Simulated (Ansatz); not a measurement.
C16H10⁺, that is fluoranthene with one electron fewer. Charge 1, multiplicity 2. Geometry PBE-D4/def2-SVP; atoms count from 1.

```xyz
26

C    -2.029   -0.851    3.065
C    -0.890   -1.621    3.289
C     0.186   -1.614    2.355
C     0.084   -0.821    1.208
C    -1.088   -0.029    0.977
C    -2.141   -0.040    1.898
C    -0.910    0.689   -0.293
C    -1.680    1.597   -1.049
C    -1.149    2.084   -2.263
C     0.121    1.695   -2.745
C     0.919    0.778   -2.000
C     2.213    0.281   -2.334
C     2.866   -0.630   -1.474
C     2.285   -1.084   -0.269
C     1.007   -0.607    0.084
C     0.364    0.308   -0.792
H    -2.854   -0.864    3.792
H    -0.815   -2.243    4.193
H     1.080   -2.228    2.545
H    -3.046    0.563    1.734
H    -2.674    1.929   -0.715
H    -1.745    2.793   -2.857
H     0.491    2.103   -3.699
H     2.708    0.605   -3.262
H     3.864   -0.999   -1.754
H     2.833   -1.794    0.368
```

(1) Estimate the Mulliken populations from the PBE0/def2-SVP orbitals of Ansatz.

(2) Where does the spin sit?

(3) And the Mayer bond orders between heavy atoms (over 0.3)?

## Answers

(1) 
```tsv
atom	charge (e)	spin (α − β)
C1	0.00	0.02
C2	0.00	0.02
C3	0.01	0.20
C4	0.00	-0.08
C5	0.00	-0.08
C6	0.01	0.20
C7	0.09	0.18
C8	0.01	0.06
C9	0.00	-0.01
C10	0.04	0.25
C11	0.04	-0.10
C12	0.04	0.25
C13	0.00	-0.01
C14	0.01	0.06
C15	0.09	0.18
C16	-0.09	-0.07
H17	0.08	0.00
H18	0.08	0.00
H19	0.06	-0.01
H20	0.06	-0.01
H21	0.07	0.00
H22	0.09	0.00
H23	0.08	-0.01
H24	0.08	-0.01
H25	0.09	0.00
H26	0.07	0.00
```
Mulliken values depend strongly on the basis.

(2) Summed by element: C 1.05, H -0.05, of 1 unpaired in all. Largest on single atoms: C12 0.25, C10 0.25, C3 0.20.

(3) C1–C2 1.49 (1.39 Å); C1–C6 1.26 (1.42 Å); C2–C3 1.26 (1.42 Å); C3–C4 1.41 (1.40 Å); C4–C5 1.29 (1.43 Å); C4–C15 1.04 (1.47 Å); C5–C6 1.41 (1.40 Å); C5–C7 1.04 (1.47 Å); C7–C8 1.33 (1.41 Å); C7–C16 1.27 (1.42 Å); C8–C9 1.38 (1.41 Å); C9–C10 1.36 (1.41 Å); C10–C11 1.23 (1.43 Å); C11–C12 1.23 (1.43 Å); C11–C16 1.27 (1.41 Å); C12–C13 1.36 (1.41 Å); C13–C14 1.38 (1.41 Å); C14–C15 1.33 (1.41 Å); C15–C16 1.27 (1.42 Å).
